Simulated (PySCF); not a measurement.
GeS, SMILES [S]=[Ge] (connectivity only; charge and spin as stated), neutral, multiplicity 1.

The structure is a stationary point at B3LYP-D3(BJ)/def2-TZVP.

Vertical ionisation energy (IE) and electron affinity (EA) in eV. Rows of orbital energies are one-electron estimates. Where ΔSCF, EOM or ADC give a negative EA the extra electron is unbound and the value depends on the basis.

```csv
level,IE,EA
"−ε(HOMO), −ε(LUMO), CAM-B3LYP/def2-TZVPD (PySCF)",9.14,1.45
"−ε(HOMO), −ε(LUMO), M06-2X/def2-TZVPD (PySCF)",8.89,1.57
ADC(2)/aug-cc-pVDZ (PySCF),9.63,0.47
```

Beyond the first one, list the lowest photoelectron lines from ADC(2)/aug-cc-pVDZ (PySCF) with their pole strengths (two spins summed). (An estimate is asked for; the answer gives what the named calculation found.)

9.83 eV (1.79), 14.23 eV (1.61).
